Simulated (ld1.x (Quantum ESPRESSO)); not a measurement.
## Ru: TM pseudisation with LDA (PZ), scalar-relativistic reference atom.

```
Element                 : ruthenium
Generator               : ld1.x (Quantum ESPRESSO) 7.5
Type                    : norm-conserving Troullier–Martins (Kleinman–Bylander form)
Functional              : LDA (PZ)
Relativity              : scalar-relativistic
Frozen core             : [Ar] 3d10 4s2
Valence charge          : 14
Reference configuration : 4p6 4d7 5s1 5p0
Partial waves           : 5s (bound): rc 2.60 bohr; 4p (bound): rc 1.75 bohr; 4d (bound): rc 1.60 bohr
Local potential         : all-electron potential smoothed inside 2.25 bohr (lloc = -1)
Core correction         : a·sin(br)/r model core, default radius (core density twice the valence density)
```

All-electron outer shells of the reference configuration (LDA (PZ), scalar-relativistic, ld1.x):

```tsv
shell	level (eV)	outermost node (bohr)	outermost maximum (bohr)
3d	-273.50	–	0.30
4s	-76.44	0.48	0.91
4p	-46.53	0.49	0.98
4d	-5.40	0.48	1.21
5s	-4.52	1.24	2.73
5p	-1.04	1.41	3.82
```

Question: Does the generator finish with these settings?

Answer: Yes, a potential is produced.

Question: Estimate the cutoffs (Ry, on a coarse ladder) from which the occupation-weighted sum of valence levels, in a spherical-Bessel basis at the reference potential, stays within 10 and 1 mRy of its value at 400 Ry.

Answer: 55 Ry and 70 Ry.

Question: What does a ghost test show?

Answer: No extra level below or beside the all-electron valence levels (s, p, d, f tested).

Question: Which valence shell sets the plane-wave cutoff?

Answer: 4d: its level needs 55 Ry to come within 1 mRy, against 35 Ry for 4p.

Its largest configuration-test error is -118 meV (4p6 4d4 5s0 5p0). 1 of 9 tests not solved or not reliable. Not counted: 4p6 4d7.5 5s0.5 5p0 (solver errors, printed error +661 meV).
